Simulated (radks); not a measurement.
Spherical jellium clusters: N electrons in a uniform positive sphere of charge N and radius rs N^(1/3), rs = 2.32 bohr. Calculated with a radial shooting solver with Libxc functionals: non-relativistic Kohn-Sham, exchange-only LDA, spin-polarised, spherical densities. Levels are named by radial order and angular momentum (1s, 1p, 1d, 2s, ...), and open shells are averaged over m.

N = 7, configuration 1s2 1p(up 3, down 2). This is the lowest configuration that the search found. Occupied and some empty levels:

level,occupation,eigenvalue (eV),<r> (bohr)
1s up,1,-7.5068,3.089
1s down,1,-6.9724,3.087
1p up,3,-3.8639,4.124
1p down,2,-3.3424,4.205
2s up,0,-0.76640,7.166
2s down,0,-0.58908,7.745
1d up,0,-0.41282,6.103
1d down,0,-0.095567,6.995

Energy (eV): total 1.23534, kinetic 27.902, external -333.64, Hartree 156.05, exchange-correlation -29.344, background 180.26.
